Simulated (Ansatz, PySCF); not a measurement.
Reaction (SMILES): [C-]#[N+]CC -> [CH3] (CH3) + [C-]#[N+][CH2] (the C-C bond at the site shown breaks; other sites are not compared here)
Geometries: B3LYP-D3(BJ)/def2-TZVP minima from Ansatz (a program for electronic structure).
Geometry of the first species:
```xyz
9

C     -1.5290     0.2840    -0.1251
C     -0.2976    -0.5526    -0.4537
N      0.8749    -0.0301     0.1651
C      1.8162     0.4197     0.6833
H     -1.4021     1.3088    -0.4729
H     -1.7052     0.3036     0.9501
H     -2.4041    -0.1449    -0.6144
H     -0.4263    -1.5820    -0.1143
H     -0.1245    -0.5812    -1.5311
```
Charge 0, spin multiplicity 1.

Quantity: bond dissociation energy (enthalpy at 298 K, with B3LYP-D3(BJ) rigid-rotor harmonic-oscillator terms from PySCF), in kcal/mol. Cores are frozen in the correlated levels unless marked. UHF or UKS for open shells. No spin-orbit coupling. No relativistic terms. Basis-set limits of correlation are two-point, X^-3; Hartree-Fock from the larger set. The bracket is a focal-point correction in the basis named.

```json
[
 {"level": "BHLYP-D4/def2-TZVPD", "program": "Ansatz + dftd4", "bond dissociation energy (kcal/mol)": "77.8", "minus last row": "-8.4"},
 {"level": "CAM-B3LYP/def2-TZVPD", "program": "Ansatz", "bond dissociation energy (kcal/mol)": "80.1", "minus last row": "-6.1"},
 {"level": "LC-wPBE-D3(BJ)/def2-TZVPD", "program": "Ansatz + dftd3", "bond dissociation energy (kcal/mol)": "83.0", "minus last row": "-3.2"},
 {"level": "B2GP-PLYP/def2-TZVPD", "program": "Ansatz", "bond dissociation energy (kcal/mol)": "82.8", "minus last row": "-3.4"},
 {"level": "MP2/aug-cc-pVDZ", "program": "Ansatz", "bond dissociation energy (kcal/mol)": "90.6", "minus last row": "4.4"},
 {"level": "MP2/cc-pVDZ", "program": "Ansatz", "bond dissociation energy (kcal/mol)": "89.8", "minus last row": "3.6"},
 {"level": "SCS-MP2/6-31G", "program": "Ansatz", "bond dissociation energy (kcal/mol)": "81.6", "minus last row": "-4.6"},
 {"level": "CCSD(T)/STO-3G", "program": "Ansatz", "bond dissociation energy (kcal/mol)": "101.7", "minus last row": "15.5"},
 {"level": "CCSD(T)/6-31G*", "program": "Ansatz", "bond dissociation energy (kcal/mol)": "83.9", "minus last row": "-2.3"},
 {"level": "RI-MP2/CBS(aug-cc-pVTZ,aug-cc-pVQZ)+[CCSD(T)-MP2]/aug-cc-pVTZ", "program": "Ansatz", "bond dissociation energy (kcal/mol)": "86.2", "minus last row": "0.0"}
]
```
